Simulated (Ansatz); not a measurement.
`[Cl][Al@H-]1[F+][Al@@H-]([Cl])[F+]1`. Charge 0, multiplicity 1.

```xyz
8

Cl    0.060   -1.017    2.701
Al   -0.675   -0.962    0.755
F     0.704   -0.846   -0.425
Al    0.525    0.889   -0.940
Cl    2.041    2.038   -0.097
F    -0.873    0.764    0.216
H    -1.821   -1.866    0.208
H     0.037    1.000   -2.417
```

Question: Give the diagnostics of a CCSD(T)/def2-TZVPP run (frozen core, the Gaussian-basis code of Ansatz). (An estimate is asked.)

Answer: Computed: T1 = 0.0096, largest single amplitude 0.017, largest double 0.014, (T) share of the correlation energy 3.2 %, 8 CCSD cycles. The RHF solution is stable towards an unrestricted one. T1 lies under the customary mark of 0.02 for closed shells.
